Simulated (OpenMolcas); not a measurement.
Consider [Cu2(μ-Br)2(Cl)4]2-, a planar model complex in vacuum (2 bridging Br, bridge angle 100°, metal-metal distance 3.76 Å, Cu–Br 2.46 Å; typed geometry, not optimised).

```xyz
8

Cu    -1.8822     0.0000     0.0000
Cu     1.8822     0.0000     0.0000
Br     0.0000     1.5793     0.0000
Br     0.0000    -1.5793     0.0000
Cl    -3.5297     1.6476     0.0000
Cl    -3.5297    -1.6476     0.0000
Cl     3.5297     1.6476     0.0000
Cl     3.5297    -1.6476     0.0000
```

### Question
Give the energies of the total-spin states at CASSCF(2,2) on the singly occupied d orbitals (ANO-RCC-VDZP on Cu, Cl and ANO-RCC-VDZ on Br, scalar-relativistic DKH2, RICD, no spin-orbit coupling, OpenMolcas), and the exchange constant.

### Answer
Local spins 1/2 and 1/2.

```tsv
total S	E (cm⁻¹)	natural occupations, lowest and highest
1	18.4	1.000, 1.000
0	0.0	0.962, 1.038
```

J = -9.2 cm⁻¹ (antiferromagnetic).

J is defined by H = −2J S1·S2, so negative values are antiferromagnetic. Wave-function values come from the highest and lowest total spin; broken-symmetry values use Yamaguchi's formula with the computed ⟨S²⟩. The active space holds the singly occupied metal orbitals alone, without bridging-ligand orbitals. No row is a measured value.
